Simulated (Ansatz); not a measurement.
`[NH]=[Ta]([NH2])([OH])[Cl]` and `[NH]=[Ta]([NH2])([OH])[OH]` differ in one atom or group.

Ansatz, PBE0-D4/def2-TZVP geometries, multiplicity 1. Each molecule was computed in one conformer, which needn't be the lowest.

Elements past krypton have def2 core potentials.

| property | `[NH]=[Ta]([NH2])([OH])[Cl]` |
| --- | --- |
| size of the dipole moment (ωB97M-V/def2-TZVPP) / D | 2.82 |
| HOMO energy (PBE0/def2-TZVPP) / eV | -7.79 |
| HOMO–LUMO gap (ωB97M-V/def2-TZVPP) / eV | 11.30 |
| size of the dipole moment (PBE/def2-TZVPP) / D | 2.85 |
| HOMO energy (B3LYP/def2-TZVPP) / eV | -7.53 |
| HOMO energy (ωB97M-V/def2-TZVPP) / eV | -10.06 |

**Question.** What does the change do to each property? (An estimate is asked.)

**Answer.** Ansatz gave: 
```
                                          property  `[NH]=[Ta]([NH2])([OH])[OH]`  shift
size of the dipole moment (ωB97M-V/def2-TZVPP) / D                          0.74  -2.08
                HOMO energy (PBE0/def2-TZVPP) / eV                         -7.47   0.32
           HOMO–LUMO gap (ωB97M-V/def2-TZVPP) / eV                         11.16  -0.14
    size of the dipole moment (PBE/def2-TZVPP) / D                          0.76  -2.09
               HOMO energy (B3LYP/def2-TZVPP) / eV                         -7.22   0.31
             HOMO energy (ωB97M-V/def2-TZVPP) / eV                         -9.83   0.23
```

With PBE0 the HOMO rises by 0.32 eV and the LUMO rises by 0.71 eV, so the gap widens by about 0.39 eV. PBE moves the HOMO by 0.43 eV and ωB97M-V by 0.23 eV. The zero-point energy changes by 29.9 kJ/mol with +3 modes. Dipoles are sizes alone; their direction can turn.

B3LYP here is the variant with VWN-RPA as its local correlation; programs differ in this.
